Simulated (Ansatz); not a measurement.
Cost and result for the atomization energy of C$_{2}$H$_{9}$FSi$_{2}$ (`CC([SiH3])[SiH2]F`) (14 atoms, 13 bonds).

```
atom    x (Å)    y (Å)    z (Å)
  C1  -0.7002   1.3178   0.4968
  C2  -0.2597   0.1264  -0.3690
 Si3  -0.8035  -1.5037   0.3955
 Si4   1.5665   0.1549  -0.7067
  F5   1.9592   1.5524  -1.3923
  H6  -0.2232   1.2899   1.4807
  H7  -1.7814   1.3179   0.6595
  H8  -0.4359   2.2708   0.0324
  H9  -0.7528   0.1725  -1.3502
 H10  -0.1667  -1.6805   1.7289
 H11  -0.4273  -2.6547  -0.4686
 H12  -2.2801  -1.4978   0.5773
 H13   2.3397   0.0602   0.5578
 H14   1.9654  -0.9260  -1.6421
```

The species carries charge 0 and has multiplicity 1. The geometry is a stationary point of PBE0-D4/def2-TZVP. It is one conformer, not always the lowest. Program: Ansatz. All runs use 4 threads of an Arm Neoverse V1 on a shared host. Times are those of one run each, without the atoms' runs, and a repeat can differ threefold. Electronic energies, without spin–orbit coupling; frozen cores. CCSD(T)/CBS adds CCSD(T) − MP2 in def2-TZVPP to the MP2 limit, and its time is that of the two runs behind it. T1 = 0.011. B3LYP takes the VWN-RPA correlation (the form of Gaussian; ORCA's B3LYP/G).

CCSD(T)/CBS is a level of theory with its own doubt, some kJ/mol a heavy atom from the limit and from the frozen cores, so smaller differences don't rank the functionals.

| level | functions | wall time |
| --- | --- | --- |
| PBE-D4/def2-TZVPP (with forces) | 303 | 3.8 s |
| PBE0-D4/def2-TZVPP | 303 | 4.7 s |
| r2SCAN-D4/def2-TZVPP (with forces) | 303 | 7.5 s |
| B3LYP-D4/def2-TZVPP (with forces) | 303 | 8 s |
| B2PLYP/def2-TZVPP | 303 | 8.5 s |
| ωB97X-V/def2-TZVPP | 303 | 12 s |
| ωB97M-V/def2-TZVPP (with forces) | 303 | 18 s |
| MP2/def2-QZVPP | 581 | 41 s |
| CCSD(T)/def2-TZVPP | 303 | 17 min |
| CCSD(T)/CBS(def2) | – | 18 min |

What atomization energy does each give, and how far from CCSD(T)/CBS? (An estimate is asked.)

The calculation gave: 
| level | atomization (kcal/mol) | difference from CCSD(T)/CBS | per bond |
| --- | --- | --- | --- |
| PBE-D4/def2-TZVPP (with forces) | 1190.6 | -1.3 | -0.1 |
| PBE0-D4/def2-TZVPP | 1182.5 | -9.4 | -0.7 |
| r2SCAN-D4/def2-TZVPP (with forces) | 1189.3 | -2.6 | -0.2 |
| B3LYP-D4/def2-TZVPP (with forces) | 1187.6 | -4.3 | -0.3 |
| B2PLYP/def2-TZVPP | 1175.2 | -16.7 | -1.3 |
| ωB97X-V/def2-TZVPP | 1194.8 | 2.9 | 0.2 |
| ωB97M-V/def2-TZVPP (with forces) | 1191.9 | 0.0 | 0.0 |
| MP2/def2-QZVPP | 1187.9 | -4.0 | -0.3 |
| CCSD(T)/def2-TZVPP | 1164.0 | -27.9 | -2.1 |
| CCSD(T)/CBS(def2) | 1191.9 | 0.0 | 0.0 |

The D4 term adds +12.1 kcal/mol with B3LYP and +6.4 kcal/mol with PBE0; it sums over pairs of atoms, weighted by their polarisabilities, and B3LYP, whose exchange is more repulsive, gets the larger term. From PBE to PBE0 (25 % exact exchange), in def2-TZVPP and without D4, the atomization energy moves by −7.0 kcal/mol: exact exchange takes away binding that semilocal exchange gives to molecules. In def2-TZVPP, CCSD(T) changes the Hartree–Fock value by +253.5 kcal/mol (the triples alone add +11.9 kcal/mol) and MP2 by +260.7 kcal/mol; breaking electron pairs costs correlation energy, which Hartree–Fock lacks.
